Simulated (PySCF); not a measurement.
Compound: C9H9N2 (charge -1).
Cartesian coordinates in Å at the GFN2-xTB level; atoms count from 1:
```
atom  x, y, z in Å
C1     4.0718   -0.2999   -1.0897
C2     3.0990   -0.2897   -0.1735
C3     1.7740    0.2132   -0.3958
C4     0.8167    0.2478    0.5455
C5    -0.5773    0.6800    0.3179
C6    -1.5223   -0.5600    0.1711
C7    -2.9449   -0.1537   -0.0456
C8    -3.4089    0.0927   -1.3146
N9    -3.7985    0.2648   -2.3975
C10   -3.7507    0.1164    1.0330
N11   -4.4250    0.3087    1.9619
H12    3.9085    0.0767   -2.0864
H13    5.0558   -0.6847   -0.8780
H14    3.3001   -0.6783    0.8191
H15    1.5597    0.5954   -1.3863
H16    1.0357   -0.1489    1.5315
H17   -0.6568    1.2766   -0.5936
H18   -0.9433    1.2714    1.1612
H19   -1.4351   -1.1625    1.0819
H20   -1.1635   -1.1554   -0.6749
```

Computed at PBE0/pcSseg-1 (PySCF, non-relativistic), with Q(14N) = 0.02044 b: N9, 14N (I = 1): χzz = 3.579 MHz, η = 0.869.

Q: Find the zero-field quadrupole resonance frequencies of 14N at N9.

A: From ν± = (3/4)|χ|(1 ± η/3) and ν0 = |χ|η/2: ν+ 3.461 MHz, ν− 1.907 MHz, ν0 1.555 MHz (nitrogen bonded to C).

In a crystal, neighbours and librations shift these lines. Geometry: GFN2-xTB, one conformer, isolated ion. The pcSseg-1 basis has no diffuse functions, a weakness for an anion. GFN2-xTB bond lengths can be off by several hundredths of an ångström, more for odd bonds, and the gradients follow them. With a basis this small, the couplings can be 20 % off.
